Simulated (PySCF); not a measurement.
A structure optimised at PBE0-D3(BJ)/def2-SVP, used in a PySCF frequency run:

```xyz
9

C      1.1963    -0.5578     0.8925
S      0.1393    -0.0919    -0.4030
C     -1.4606    -0.5089     0.3643
O      0.1693     1.3899    -0.5984
H      1.2370    -1.6155     1.1702
H      2.0656     0.0884     1.0396
H     -1.5845     0.1292     1.2491
H     -1.4912    -1.5759     0.6250
H     -2.2241    -0.2748    -0.3895
```
Charge 0, spin multiplicity 2.

**Question.** Write its SMILES and formula.

**Answer.** [CH2]S(C)=O, C₂H₅OS

**Question.** What are its rotational constants (standard atomic weights)?

**Answer.** 7.4613, 7.1117, 4.2339 GHz
